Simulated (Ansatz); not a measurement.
Ideal-gas functions of `[F][SbH]` radical at 500 K and 1 bar, from an Ansatz frequency run at PBE0-D4/def2-TZVP.

Molar mass 141.77 g/mol, point group Cs (symmetry number 1), electronic degeneracy 2, moments of inertia 2.946, 60.741, 63.687 u Å². Harmonic wavenumbers (cm⁻¹, unscaled): 612, 667, 1930.

Use S(trans) = R[1.5 ln M + 2.5 ln T − 1.1517]; rotational temperatures θ = 24.2544 K / I; S(rot) = R[ln(√π/σ · √(T³/θAθBθC)) + 1.5]; for each mode x = 1.438777 ν̃/T, S = R[x/(eˣ − 1) − ln(1 − e⁻ˣ)] and H = RT x/(eˣ − 1); 1 cm⁻¹ = 0.0119627 kJ/mol; R = 8.31446 J/(mol·K).

Problem. By hand: the entropy, in J/(mol·K).

Solution. Translation 181.4. Rotation: θ = 8.233, 0.3993, 0.3808 K, giving 93.8. Vibration, mode by mode: 4.61, 4.06, 0.21, in all 8.9. Electronic 5.8. Sum 289.9 J/(mol·K).

Problem. By hand: H − E and G − E in kJ/mol, counted from the electronic energy.

Solution. Zero-point energy ½ × 3209 × 0.0119627 = 19.2; thermal vibration 3.0; translation, rotation and pV give 4 RT = 16.6. H − E = 38.8 kJ/mol, and G − E = 38.8 − 500 × 289.9/1000 = -106.1 kJ/mol.

Vibration gives 3 % of the entropy.
